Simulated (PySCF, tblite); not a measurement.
Isomers of C5H6N2S, one GFN2-xTB conformer each. Single-point energies are computed at PBE0/pcSseg-1 (PySCF, gas phase, no added dispersion term), electronic only.

| SMILES | GFN2-xTB relative energy (kJ/mol) |
| --- | --- |
| [H]/N=C\c1ccc(N)s1 | 21.7 |
| c1snnc1C1CC1 | 26.9 |
| C=Cc1nnc(C)s1 | 1.2 |
| c1nnc(C2CC2)s1 | 0.0 |

Conformers: `[H]/[N:1]=[CH:2]\[c:3]1[cH:4][cH:5][c:6]([NH2:7])[s:8]1` with N1–C2–C3–C4 180°; `[cH:1]1[s:2][n:3][n:4][c:5]1[CH:6]1[CH2:7][CH2:8]1` with N4–C5–C6–C7 35°; `[CH2:1]=[CH:2][c:3]1[n:4][n:5][c:6]([CH3:7])[s:8]1` with C1–C2–C3–N4 0°; `[cH:1]1[n:2][n:3][c:4]([CH:5]2[CH2:6][CH2:7]2)[s:8]1` with N3–C4–C5–C6 148°.

Q: What does PBE0/pcSseg-1 give for the same structures?

A: 
```
            SMILES  PBE0/pcSseg-1 E (Eh)  PBE0/pcSseg-1 (kJ/mol)  GFN2-xTB (kJ/mol)  point group
[H]/N=C\c1ccc(N)s1            -701.26296                     0.0               21.7      near Cs
     C=Cc1nnc(C)s1            -701.24341                    51.3                1.2           Cs
    c1nnc(C2CC2)s1            -701.23018                    86.1                0.0            –
      c1snnc1C1CC1            -701.22040                   111.7               26.9           Cs
```

GFN2-xTB puts c1nnc(C2CC2)s1 lowest instead; measured from each level's own lowest isomer, the values differ by up to 86.1 kJ/mol (c1nnc(C2CC2)s1: 0.0 against 86.1). As drawn, the lowest has a C=N bond and an N–H bond, which the highest lacks; the highest has a three-membered ring and an N–N linkage, which the lowest lacks.

Q: Which frontier levels, dipoles and rotational constants go with these structures?

A: 
```
            SMILES  HOMO (eV, PBE0/pcSseg-1)  LUMO (eV)  dipole (D)      A, B, C (MHz)
[H]/N=C\c1ccc(N)s1                     -5.94      -1.15        5.35  4379, 1256, 976.4
     C=Cc1nnc(C)s1                     -7.15      -1.75        2.78  4926, 1201, 971.6
    c1nnc(C2CC2)s1                     -7.52      -1.12        3.58   4247, 1371, 1128
      c1snnc1C1CC1                     -7.31      -1.43        3.45  5700, 1103, 996.3
```

Q: What happens when harmonic zero-point energies from GFN2-xTB frequencies are added?

A: 
```
            SMILES  ZPE (kJ/mol)  electronic (kJ/mol)  with ZPE (kJ/mol)
[H]/N=C\c1ccc(N)s1         267.2                  0.0                0.0
     C=Cc1nnc(C)s1         265.5                 51.3               49.7
    c1nnc(C2CC2)s1         271.8                 86.1               90.7
      c1snnc1C1CC1         271.4                111.7              115.9
```

The zero-point energies span 6.3 kJ/mol. The order is unchanged.
